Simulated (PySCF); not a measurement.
## Correlation energy of Ne⁺ (neon, charge +1)

[He] 2s2 2p5, 2P determinant. Calculation: PySCF 2.14, in x2c-QZVPPall (7s4p3d2f1g, 57 functions); scalar relativity by spin-free X2C-1e. Frozen: nothing; 9 electrons correlated.

```json
{"level": "CCSD", "correlation energy (mhartree)": "-250.85"}
{"level": "(T)", "correlation energy (mhartree)": "-3.09"}
{"level": "CCSD(T)", "correlation energy (mhartree)": "-253.94"}
```

Diagnostics: T1 = 0.0032, D1 = 0.0061, largest double amplitude 0.025.

Cost of the coupled-cluster step: of the order of 5 core-seconds, for 9 correlated electrons.

Iterations:

```
CC2 = 0
CCSD nocc = (np.int64(5), np.int64(4)), nmo = (57, 57)
frozen orbitals [[], []]
max_cycle = 100
direct = 0
conv_tol = 1e-08
conv_tol_normt = 1e-06
diis_space = 8
diis_start_cycle = 0
Init t2, MP2 energy = -0.239298262187607
Init E_corr(UCCSD) = -0.239298262189981
cycle = 1  E_corr(UCCSD) = -0.248434283142075  dE = -0.00913602095  norm(t1,t2) = 0.0177908
cycle = 2  E_corr(UCCSD) = -0.250297911811045  dE = -0.00186362867  norm(t1,t2) = 0.0049306
cycle = 3  E_corr(UCCSD) = -0.25085328269937  dE = -0.000555370888  norm(t1,t2) = 0.00207036
cycle = 4  E_corr(UCCSD) = -0.250859938500102  dE = -6.65580073e-06  norm(t1,t2) = 0.00052063
cycle = 5  E_corr(UCCSD) = -0.250843485184682  dE = 1.64533154e-05  norm(t1,t2) = 0.000197978
cycle = 6  E_corr(UCCSD) = -0.250847252433047  dE = -3.76724836e-06  norm(t1,t2) = 2.82091e-05
cycle = 7  E_corr(UCCSD) = -0.25084720020681  dE = 5.22262369e-08  norm(t1,t2) = 5.02415e-06
cycle = 8  E_corr(UCCSD) = -0.250847053159757  dE = 1.47047052e-07  norm(t1,t2) = 9.50807e-07
cycle = 9  E_corr(UCCSD) = -0.250847068672269  dE = -1.55125116e-08  norm(t1,t2) = 2.14788e-07
cycle = 10  E_corr(UCCSD) = -0.250847068901767  dE = -2.29497921e-10  norm(t1,t2) = 3.77793e-08
UCCSD converged
E(UCCSD) = -128.2135695825081  E_corr = -0.2508470689017669
UCCSD(T) correction = -0.00308717330146771
```

This basis was not built for core-valence correlation, so the inner-shell part is incomplete.
